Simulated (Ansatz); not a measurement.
Consider the formal exchange of groups at the Si–Al bond: `[OH][AlH][SiH3]` + `F[CH2][AlH][F]` → `[F][AlH][CH](F)[SiH3]` + `[OH][AlH2]`.

Gas-phase electronic energies from Ansatz, PBE0-D4/def2-TZVP geometries. CCSD(T)/CBS is the MP2 limit (def2-TZVPP, def2-QZVPP) plus CCSD(T) − MP2 in def2-TZVPP, frozen cores. This one scheme is used for every species. DFT in def2-TZVPP. Each species was taken in one conformer, which may not be the lowest.

```csv
level,ΔE (kJ/mol)
B2PLYP,10.0
PBE,22.1
r2SCAN,12.5
PBE0,21.3
HF/def2-TZVPP,11.0
CCSD(T)/def2-TZVPP,11.5
HF/def2-QZVPP,10.5
CCSD/CBS(def2),10.8
```

Question: What does CCSD(T)/CBS give? (An estimate is asked.)

Answer: Ansatz gave: +9.9 kJ/mol. The listed levels differ from it by 0.1, 12.2, 2.6, 11.4, 1.1, 1.6, 0.6, 0.9 kJ/mol.

Largest T1 diagnostic among the species: 0.014.

The D4 term adds −4.6 kJ/mol with B3LYP and −2.4 kJ/mol with PBE0; it sums over pairs of atoms, weighted by their polarisabilities, and B3LYP, whose exchange is more repulsive, gets the larger term.

B3LYP here is the variant with VWN-RPA as its local correlation; programs differ in this.
